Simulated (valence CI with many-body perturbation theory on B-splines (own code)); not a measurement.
**Forbidden lines of Nd II**

Method: relativistic CI+MBPT: five valence electrons over a frozen Dirac-Fock core [Xe], a basis of 7 s, 7 p, 7 d, 7 f, 4 g, 2 h functions for each j, with the one-electron correlation potential Σ1 (screened to all orders), the two-electron term Σ2, the three-electron term Σ3, Breit, model QED; selected single and double excitations, second order for the rest (own B-spline code, finite nucleus).

Against 23 measured levels this calculation errs by 2439 cm⁻¹ on average and by 4380 at most. These come from a selection out of the NIST Handbook of Basic Atomic Spectroscopic Data. Levels without a partner in it may be off by more, other configurations by several thousand cm⁻¹. Not all symmetries were solved, so the list stops early. Among the levels kept, up to 2800 cm⁻¹ of a level comes from second order outside the variational space, and about a tenth of that is noise between levels of different J, which matters for small intervals. Only levels of the ground parity were solved; by the run's estimate the other parity begins above the list, which can be wrong where configurations are misplaced. 19 measured levels below the end of the list, from 8010 cm⁻¹ on, found no clear computed partner, and computed levels of the same name lie up to 4383 cm⁻¹ from them.

Lines 1 to 50 of 61 in falling wavelength, among levels below 1.727 eV, chosen from the decays that carry over 1 % of a level's rate. Wavelengths and rates use the calculated energies, so an error of 2000 cm⁻¹ moves a line at 64840 Å by 130 % and its rate by three times that or more. Electric multipoles are in the length gauge, E1 and E2 with the static RPA response of the core. Weak lines are less certain than strong ones. Lines between different terms over intervals too small for the method are left out, as are lines whose strength nearly cancels and 48 of this kind that miss the measured wavelength by over 7 %. Where a level lies close to another of its J and parity, the split of strength between their lines is uncertain. The highest levels of a list are the least certain. Branching is blank where the lifetime is uncertain.

Names give the largest LS component (configuration and term), which can be under half, so a name can repeat, a term be missing and a line seem to break the LS rules; names also repeat where a configuration has a term twice.

| λ vac (Å) | λ from measured levels | Upper | Lower | Type | A (s⁻¹) | Branch % |
| --- | --- | --- | --- | --- | --- | --- |
| 4.178e+05 |  | 4f4 6s 6F_3/2 | 4f4 6s 6F_1/2 | M1 | 1.14e-03 |  |
| 2.574e+05 |  | 4f4 6s 6F_5/2 | 4f4 6s 6F_3/2 | M1 | 5.11e-03 |  |
| 1.502e+05 |  | 4f4 6s 6F_9/2 | 4f4 6s 6F_7/2 | M1 | 1.73e-02 |  |
| 1.439e+05 |  | 4f4 6s 6F_7/2 | 4f4 6s 6F_5/2 | M1 | 2.57e-02 |  |
| 1.386e+05 |  | 4f4 6s 4F_5/2 | 4f4 6s 4F_3/2 | M1 | 1.54e-02 |  |
| 1.196e+05 |  | 4f4 6s 4F_7/2 | 4f4 6s 4F_5/2 | M1 | 2.25e-02 |  |
| 1.123e+05 | 1.079e+05 | 4f4 5d 6K_11/2 | 4f4 5d 6K_9/2 | M1 | 5.29e-02 |  |
| 98310 | 95230 | 4f4 5d 6L_13/2 | 4f4 5d 6L_11/2 | M1 | 8.08e-02 |  |
| 94400 |  | 4f4 6s 6F_11/2 | 4f4 6s 6F_9/2 | M1 | 3.99e-02 |  |
| 92860 | 91520 | 4f4 5d 6K_15/2 | 4f4 5d 6K_13/2 | M1 | 1.27e-01 |  |
| 90740 |  | 4f4 6s 4F_9/2 | 4f4 6s 4F_7/2 | M1 | 3.41e-02 |  |
| 88630 | 86970 | 4f4 5d 6L_15/2 | 4f4 5d 6L_13/2 | M1 | 1.55e-01 |  |
| 85700 | 89660 | 4f4 6s 6I_13/2 | 4f4 6s 6I_11/2 | M1 | 1.48e-01 | 100.0 |
| 84040 | 82210 | 4f4 6s 6I_15/2 | 4f4 6s 6I_13/2 | M1 | 1.29e-01 | 100.0 |
| 82860 |  | 4f4 5d 6I_9/2 | 4f4 5d 6I_7/2 | M1 | 1.13e-01 |  |
| 77750 | 77900 | 4f4 6s 6I_17/2 | 4f4 6s 6I_15/2 | M1 | 9.44e-02 | 100.0 |
| 71590 | 67880 | 4f4 6s 4I_15/2 | 4f4 6s 4I_13/2 | M1 | 9.44e-02 | 97.1 |
| 68710 | 70590 | 4f4 6s 4I_11/2 | 4f4 6s 4I_9/2 | M1 | 1.71e-01 | 94.7 |
| 67350 | 69170 | 4f4 6s 4I_13/2 | 4f4 6s 4I_11/2 | M1 | 1.80e-01 | 97.0 |
| 64840 | 62630 | 4f4 6s 4I_11/2 | 4f4 6s 6I_11/2 | M1 | 2.64e-03 | 1.5 |
| 63130 | 60600 | 4f4 6s 4I_9/2 | 4f4 6s 6I_7/2 | M1 | 1.06e-01 | 98.2 |
| 61160 |  | 4f4 6s 4F_5/2 | 4f4 6s 6F_3/2 | M1 | 8.28e-03 |  |
| 54840 |  | 4f4 6s 4F_9/2 | 4f4 6s 6F_9/2 | M1 | 1.40e-03 |  |
| 53750 | 51890 | 4f4 6s 4I_13/2 | 4f4 6s 6I_13/2 | M1 | 2.21e-03 | 1.2 |
| 53700 |  | 4f4 6s 4S_3/2 | 4f4 6s 6F_3/2 | M1 | 2.26e-04 |  |
| 48370 | 45790 | 4f4 6s 4I_15/2 | 4f4 6s 6I_15/2 | M1 | 1.12e-03 | 1.2 |
| 47580 |  | 4f4 6s 4S_3/2 | 4f4 6s 6F_1/2 | M1 | 1.62e-03 |  |
| 43140 |  | 4f4 6s 6G_3/2 | 4f4 6s 4F_5/2 | M1 | 5.59e-03 |  |
| 40170 |  | 4f4 6s 4F_9/2 | 4f4 6s 6F_7/2 | M1 | 1.61e-03 |  |
| 38970 | 39160 | 4f4 6s 4I_11/2 | 4f4 6s 6I_9/2 | M1 | 6.57e-03 | 3.6 |
| 33030 | 32870 | 4f4 6s 4I_13/2 | 4f4 6s 6I_11/2 | M1 | 2.04e-03 | 1.1 |
| 25300 |  | 4f4 6s 6G_3/2 | 4f4 6s 6F_3/2 | M1 | 5.09e-03 |  |
| 23850 |  | 4f4 6s 6G_3/2 | 4f4 6s 6F_1/2 | M1 | 8.61e-03 |  |
| 10810 |  | 4f4 6s 6F_7/2 | 4f4 6s 4I_9/2 | M1 | 1.21e-03 |  |
| 10510 |  | 4f4 6s 6F_11/2 | 4f4 6s 4I_11/2 | M1 | 1.40e-03 |  |
| 10110 |  | 4f4 6s 6F_11/2 | 4f4 6s 6I_13/2 | M1 | 1.20e-02 |  |
| 10090 |  | 4f4 6s 6F_9/2 | 4f4 6s 4I_9/2 | M1 | 6.26e-03 |  |
| 9998 |  | 4f4 6s 6F_9/2 | 4f4 6s 6I_11/2 | M1 | 1.64e-02 |  |
| 9925 |  | 4f4 6s 4K_11/2 | 4f4 6s 4I_11/2 | M1 | 2.54e-01 |  |
| 9864 |  | 4f4 6s 6F_5/2 | 4f4 6s 6I_7/2 | M1 | 1.50e-04 |  |
| 9724 |  | 4f4 6s 4F_9/2 | 4f4 6s 4I_11/2 | M1 | 1.75e-02 |  |
| 9401 |  | 4f4 6s 4F_7/2 | 4f4 6s 4I_9/2 | M1 | 2.72e-02 |  |
| 9294 |  | 4f4 6s 4K_13/2 | 4f4 6s 6I_13/2 | M1 | 3.81e-01 |  |
| 9231 |  | 4f4 6s 6F_7/2 | 4f4 6s 6I_7/2 | M1 | 3.01e-03 |  |
| 9070 |  | 4f4 6s 6F_9/2 | 4f4 6s 6I_9/2 | M1 | 3.73e-02 |  |
| 9040 |  | 4f4 6s 6F_11/2 | 4f4 6s 6I_11/2 | M1 | 8.61e-03 |  |
| 8913 |  | 4f4 5d 6I_9/2 | 4f4 6s 4I_9/2 | E2 | 1.82e-01 |  |
| 8845 |  | 4f4 5d 6I_9/2 | 4f4 6s 6I_11/2 | E2 | 4.33e-01 |  |
| 8784 |  | 4f4 6s 4F_5/2 | 4f4 6s 6I_7/2 | M1 | 1.58e-03 |  |
| 8696 |  | 4f4 6s 6F_9/2 | 4f4 6s 6I_7/2 | M1 | 1.14e-03 |  |
